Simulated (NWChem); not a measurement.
System: ZnOH, doublet; SMILES [OH][Zn]

NWChem input:

```
start job
memory heap 200 mb stack 900 mb global 1100 mb
geometry units angstroms noautoz
  Zn     0.038945    -0.384102     0.000000
  O     -0.134955     1.424579     0.000000
  H      0.723722     1.865575     0.000000
end
basis spherical
  * library def2-svp
end
dft
  odft
  mult 2
  xc mn15
  iterations 150
  mulliken
end
task dft energy
```

In the optimisation the excess spin sits in a' (Cs, its own frame). Coordinates come from a PBE0/def2-SVP, spin-unrestricted optimisation. The spin multiplicity was typed, not searched, and may not be the lowest. No stability test was run on the SCF state.

Question: Give the results of this calculation. (MN15/def2-SVP, spin-unrestricted.) Quantities: energy (Ha); highest occupied level (eV); lowest empty minus highest occupied level, either spin (eV); dipole (D); <S²>.

Answer: The energy (Ha) is -1855.04 and the highest occupied level (eV) is -6.30. The lowest empty minus highest occupied level, either spin (eV) is 4.53 and the dipole (D) comes out as 2.28. The <S²> is 0.753.
